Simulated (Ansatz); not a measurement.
Te₁₄Mo₃ was relaxed with PBE-D4 (def2-SVP) in Ansatz in these states: charge +1 doublet, neutral singlet, neutral triplet. The geometries follow in no particular order.

In the def2 sets Mo, Te take a core potential; there is no spin–orbit coupling. Single mean-field runs in def2-SVP are fitted with def2-universal-jkfit.

A:

```xyz
17

Mo    0.526   -0.075    1.616
Mo   -1.016   -1.165   -0.578
Mo    0.505    1.256   -1.030
Te   -1.629    1.203    0.618
Te    1.707   -1.115   -0.575
Te   -1.483   -0.995    3.358
Te    0.992   -2.715    2.472
Te    0.931    2.287    2.957
Te    3.062    0.809    2.195
Te   -2.973   -0.253   -2.318
Te   -0.530   -1.951   -3.192
Te   -2.945   -2.031    1.217
Te   -0.500   -3.730    0.343
Te   -1.533    2.093   -2.780
Te    0.941    0.373   -3.666
Te    0.908    3.745    0.061
Te    3.038    2.263   -0.699
```

B:

```xyz
17

Mo   -1.109   -0.104    1.240
Mo    1.294    0.913    0.160
Mo   -0.251   -0.856   -1.408
Te    1.007   -1.722    0.815
Te   -1.148    1.623   -0.833
Te    0.161   -0.072    3.795
Te   -1.430    2.395    2.579
Te   -2.439   -2.472    1.700
Te   -3.790   -0.376    0.667
Te    3.679   -0.127   -0.955
Te    2.104    2.318   -2.160
Te    2.486    0.919    2.727
Te    0.910    3.364    1.523
Te    2.195   -1.855   -2.484
Te    0.605    0.612   -3.700
Te   -1.461   -3.329   -1.317
Te   -2.813   -1.232   -2.349
```

C:

Cartesian coordinates in Å:
```
Mo -1.222 0.634 -0.789
Mo 1.181 -0.654 -0.834
Mo 0.043 0.021 1.710
Te 1.028 1.916 0.053
Te -1.022 -1.914 0.152
Te -0.519 2.007 -3.210
Te -2.027 -0.810 -3.136
Te -2.512 2.875 0.156
Te -3.783 0.505 0.217
Te 3.787 -0.501 0.039
Te 2.519 -2.872 0.100
Te 1.865 0.729 -3.255
Te 0.357 -2.088 -3.180
Te 2.537 0.237 2.930
Te 1.273 -2.121 2.991
Te -1.122 2.197 2.999
Te -2.384 -0.161 3.058
```

Task: Judge from the bond lengths which geometry belongs to which state (an estimate).

Result: A is the neutral singlet (Te14–Te15 3.141 Å, Te11–Te15 2.791 Å, Te10–Te14 2.791 Å); B is the neutral triplet (Te14–Te15 3.177 Å, Te11–Te15 2.744 Å, Te10–Te14 2.744 Å); C is the charge +1 doublet (Te14–Te15 2.675 Å, Te11–Te15 3.236 Å, Te10–Te14 3.234 Å).

The restricted singlet is unstable towards broken spin symmetry in Hartree–Fock (as tested in another run); at PBE-D4/def2-SVP this wasn't settled. At PBE0-D4/def2-SVP a triplet lies 0.08 eV below the neutral singlet.
